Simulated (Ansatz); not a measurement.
A nudged elastic band was laid between two geometries of GeH4O2 + H3P (11 atoms, charge 0, multiplicity 1).

All numbers below come from Ansatz 0.2.0, RHF/def2-SVP.

```yaml
movable_images: 9
climbing_image: yes
spring: 5.0 eV/Å²
optimiser: quadratic models (default)
start_path: through a guess of the saddle point
force_threshold: 0.05 eV/Å
iteration_limit: 60
end_points: relaxed
```

Initial state:

```xyz
11
Properties=species:S:1:pos:R:3
Ge -0.666 0.667 -0.102
O -0.046 0.248 1.492
H -0.673 0.168 2.196
H 0.573 0.808 -0.978
H -1.553 1.905 -0.041
O -1.717 -0.621 -0.675
H -1.329 -1.473 -0.802
P 1.899 -3.528 1.837
H 0.894 -4.171 1.077
H 2.754 -3.284 0.738
H 1.293 -2.254 1.820
```

Final state:

```xyz
11
Properties=species:S:1:pos:R:3
Ge 0.362 -0.619 -0.631
O -1.226 -0.668 2.575
H -1.156 0.014 3.225
H 0.549 -0.832 -2.133
H 0.906 0.755 -0.207
O -1.363 -0.742 -0.333
H -1.606 -0.659 0.582
P 1.475 -2.227 0.664
H 1.272 -3.328 -0.194
H 2.780 -1.919 0.220
H -0.563 -1.309 2.794
```

Which bonds break or form, and what moves?

Bonds broken: Ge1–O2, P8–H11. Bonds formed: Ge1–P8, O2–H11. GeH4O2 + H3P becomes GeH5OP + H2O.

Give the energies along the band, and the barrier.

The forces met the threshold. The highest image is number 5 of 0 to 10, 240.5 kJ/mol above the first end and 228.1 kJ/mol above the last; the last end lies 12.4 kJ/mol above the first. Neighbouring images differ by up to 1.7 eV, so the band resolves the path poorly. A vibrational analysis at the climbing image gives one clearly imaginary mode, 264i cm⁻¹: a first-order saddle point. The orbitals stay closed-shell, which can raise the energy where a bond breaks towards radicals; this wasn't checked here.

```json
{"image": "0", "path coordinate (Å)": "0.00", "energy (kJ/mol)": "0.0", "Ge1–O2 (Å)": "1.76", "P8–H11 (Å)": "1.41", "Ge1–P8 (Å)": "5.29"}
{"image": "1", "path coordinate (Å)": "0.85", "energy (kJ/mol)": "0.0", "Ge1–O2 (Å)": "1.76", "P8–H11 (Å)": "1.41", "Ge1–P8 (Å)": "5.01"}
{"image": "2", "path coordinate (Å)": "1.71", "energy (kJ/mol)": "0.6", "Ge1–O2 (Å)": "1.76", "P8–H11 (Å)": "1.41", "Ge1–P8 (Å)": "4.64"}
{"image": "3", "path coordinate (Å)": "2.56", "energy (kJ/mol)": "6.8", "Ge1–O2 (Å)": "1.76", "P8–H11 (Å)": "1.41", "Ge1–P8 (Å)": "4.10"}
{"image": "4", "path coordinate (Å)": "3.42", "energy (kJ/mol)": "81.0", "Ge1–O2 (Å)": "1.80", "P8–H11 (Å)": "1.49", "Ge1–P8 (Å)": "3.49"}
{"image": "5", "path coordinate (Å)": "4.27", "energy (kJ/mol)": "240.5", "Ge1–O2 (Å)": "1.98", "P8–H11 (Å)": "2.17", "Ge1–P8 (Å)": "3.19"}
{"image": "6", "path coordinate (Å)": "5.89", "energy (kJ/mol)": "88.5", "Ge1–O2 (Å)": "2.95", "P8–H11 (Å)": "2.44", "Ge1–P8 (Å)": "2.42"}
{"image": "7", "path coordinate (Å)": "7.51", "energy (kJ/mol)": "38.6", "Ge1–O2 (Å)": "3.34", "P8–H11 (Å)": "3.05", "Ge1–P8 (Å)": "2.34"}
{"image": "8", "path coordinate (Å)": "9.12", "energy (kJ/mol)": "28.5", "Ge1–O2 (Å)": "3.44", "P8–H11 (Å)": "3.17", "Ge1–P8 (Å)": "2.34"}
{"image": "9", "path coordinate (Å)": "10.74", "energy (kJ/mol)": "19.3", "Ge1–O2 (Å)": "3.32", "P8–H11 (Å)": "3.09", "Ge1–P8 (Å)": "2.35"}
{"image": "10", "path coordinate (Å)": "12.36", "energy (kJ/mol)": "12.4", "Ge1–O2 (Å)": "3.58", "P8–H11 (Å)": "3.09", "Ge1–P8 (Å)": "2.35"}
```

What is the geometry of the highest image?


```xyz
11
Properties=species:S:1:pos:R:3:forces:R:3
Ge -0.184 -0.087 -0.004 0.00 0.00 0.00
O 0.082 -0.004 1.951 0.00 0.00 -0.01
H -0.640 0.163 2.550 -0.01 0.01 0.00
H 1.150 0.095 -0.690 0.00 0.00 0.00
H -0.998 1.208 0.007 0.00 0.00 0.00
O -1.359 -1.259 -0.512 0.01 0.00 0.00
H -1.047 -2.154 -0.485 0.00 0.00 0.00
P 1.346 -2.644 1.134 0.00 0.00 0.00
H 0.406 -3.512 0.521 0.00 0.00 0.00
H 2.155 -2.457 -0.012 -0.01 0.00 0.00
H 0.518 -0.884 2.103 0.02 -0.02 0.00
```

The run took 7 min on 2 threads of Arm Neoverse V1, on a shared host, peak memory 0.27 GiB.
